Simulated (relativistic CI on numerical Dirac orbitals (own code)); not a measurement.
Energy levels of Hf³⁰⁺

Computed by Dirac-Coulomb-Breit CI, separate exchange-only KLI orbitals for each configuration, model QED, unscaled Slater integrals (own radial code, finite nucleus).

CI space (outside the closed core [Ar] 3d10): 4s2 4p6 4d6, 4s2 4p5 4d7, 4s2 4p6 4d5 4f, 4s 4p6 4d7, 4s2 4p5 4d6 4f, 4s 4p6 4d6 4f, 4s2 4p6 4d5 5s, 4s2 4p6 4d4 4f 5s, 4s2 4p6 4d5 5d, 4s2 4p6 4d5 6s, 4s 4p6 4d6 5s, 4p6 4d8, 4p5 4d9, 4p5 4d8 4f, 4s2 4p6 4d4 5s2, 4s2 4p6 4d3 4f 5s2, 4s2 4p5 4d4 4f 5s2, 4s 4p6 4d4 4f 5s2. Double excitations out of closed p, d and f shells are left out; levels of such configurations are missing from the list, as are those of other unlisted configurations, and high levels can miss mixing partners.

The lowest level is 4s2 4p6 4d6 5D_4, with 43 % of that term; Hund's rules for 4s2 4p6 4d6 give 5D with J = 4, in agreement.

```csv
No.,Configuration,Term,J,E (cm⁻¹),%,Next component (%),jj configuration (%)
1,4s2 4p6 4d6,5D,4,0,43,36 3F,4d5/2^2 (91)
2,4s2 4p6 4d6,3P,2,23993,41,21 5D,4d5/2^2 (91)
3,4s2 4p6 4d6,3P,0,73411,43,30 5D,4d5/2^2 (75)
4,4s2 4p6 4d6,5D,3,93402,72,17 3F,4d3/2^3 4d5/2^3 (92)
5,4s2 4p6 4d6,5D,4,104544,37,24 3H,4d3/2^3 4d5/2^3 (90)
6,4s2 4p6 4d6,5D,1,109178,57,27 3P,4d3/2^3 4d5/2^3 (92)
7,4s2 4p6 4d6,3H,6,128222,70,29 1I,4d3/2^3 4d5/2^3 (98)
8,4s2 4p6 4d6,3G,5,128304,57,42 3H,4d3/2^3 4d5/2^3 (98)
9,4s2 4p6 4d6,3F,2,149055,51,25 1D,4d3/2^3 4d5/2^3 (91)
10,4s2 4p6 4d6,3G,3,153046,31,27 3F,4d3/2^3 4d5/2^3 (94)
11,4s2 4p6 4d6,3P,0,187406,82,11 1S,4d3/2^3 4d5/2^3 (69)
12,4s2 4p6 4d6,3D,2,188488,33,27 5D,4d3/2^3 4d5/2^3 (63)
13,4s2 4p6 4d6,3P,1,192358,47,43 3D,4d3/2^3 4d5/2^3 (89)
14,4s2 4p6 4d6,3G,4,192643,38,33 1G,4d3/2^3 4d5/2^3 (86)
15,4s2 4p6 4d6,3F,3,205430,52,35 1F,4d3/2^3 4d5/2^3 (97)
16,4s2 4p6 4d6,3P,2,216367,40,37 5D,4d3/2^2 4d5/2^4 (78)
17,4s2 4p6 4d6,5D,0,228092,52,46 1S,4d3/2^2 4d5/2^4 (86)
18,4s2 4p6 4d6,3F,4,233785,41,39 3H,4d3/2^2 4d5/2^4 (95)
19,4s2 4p6 4d6,3H,5,245103,57,42 3G,4d3/2^2 4d5/2^4 (99)
20,4s2 4p6 4d6,3D,3,246555,30,21 1F,4d3/2^2 4d5/2^4 (85)
21,4s2 4p6 4d6,1I,6,257028,70,29 3H,4d3/2^2 4d5/2^4 (98)
22,4s2 4p6 4d6,3G,3,264225,46,40 3F,4d3/2^2 4d5/2^4 (96)
23,4s2 4p6 4d6,3P,1,279486,55,42 3D,4d3/2^2 4d5/2^4 (87)
24,4s2 4p6 4d6,1G,4,285742,58,20 3F,4d3/2^2 4d5/2^4 (88)
25,4s2 4p6 4d6,1D,2,287844,34,32 3F,4d3/2^2 4d5/2^4 (88)
26,4s2 4p6 4d6,3F,2,325910,73,14 3P,4d3/2^2 4d5/2^4 (94)
27,4s2 4p6 4d6,3F,4,334251,66,24 1G,4d3/2^2 4d5/2^4 (91)
28,4s2 4p6 4d6,3P,1,354403,68,31 5D,4d3/2 4d5/2^5 (94)
29,4s2 4p6 4d6,1G,4,396942,50,19 3F,4d3/2 4d5/2^5 (87)
30,4s2 4p6 4d6,1D,2,397520,81,10 3P,4d3/2^2 4d5/2^4 (92)
31,4s2 4p6 4d6,3P,2,413960,38,28 1D,4d3/2 4d5/2^5 (89)
32,4s2 4p6 4d6,3F,3,417747,43,26 1F,4d3/2 4d5/2^5 (93)
33,4s2 4p6 4d6,1S,0,436600,63,30 3P,4d3/2^2 4d5/2^4 (64)
34,4s2 4p6 4d6,1S,0,534044,52,41 3P,4d5/2^6 (69)
35,4s2 4p5 4d7,5G°,6,1336769,74,22 3H°,4p3/2^3 4d5/2^3 (88)
36,4s2 4p5 4d7,5F°,5,1361442,39,39 3G°,4p3/2^3 4d5/2^3 (88)
37,4s2 4p5 4d7,3D°,3,1365687,54,14 3F°,4p3/2^3 4d5/2^3 (88)
38,4s2 4p5 4d7,3P°,0,1371173,55,35 1S°,4p3/2^3 4d5/2^3 (94)
39,4s2 4p5 4d7,3P°,2,1395283,29,21 3D°,4p3/2^3 4d5/2^3 (77)
40,4s2 4p5 4d7,3F°,4,1397157,32,28 5D°,4p3/2^3 4d5/2^3 (69)
41,4s2 4p5 4d7,3F°,4,1424131,40,25 5D°,4p3/2^3 4d5/2^3 (70)
42,4s2 4p5 4d7,3P°,2,1425639,35,25 1D°,4p3/2^3 4d5/2^3 (83)
43,4s2 4p5 4d7,5P°,3,1428096,22,19 3D°,4p3/2^3 4d5/2^3 (50)
44,4s2 4p5 4d7,3P°,1,1435780,25,17 5D°,4p3/2^3 4d5/2^3 (42)
45,4s2 4p5 4d7,5G°,5,1452994,65,14 3G°,4p3/2^3 4d3/2^3 4d5/2^4 (89)
```

Energies count from the lowest computed level; ° marks odd parity. Filled j subshells are mostly left out of the jj labels.

The mean weight of the leading LS term, summed over parents, in these 45 levels is 50 %, and that of the leading jj configuration (from the same eigenvectors) 85 %, so jj coupling describes them better and the LS labels are nominal.

At this charge energies of transitions that change n are usually good to better than 1 %, and those within a shell (Δn = 0) to a few per cent. Terms inside the open d or f shell come out 10 to 20 % too wide with unscaled integrals.

LS names give the leading component of a level, which can be under half, so a name can repeat, a term be missing and a line seem to break the LS rules.
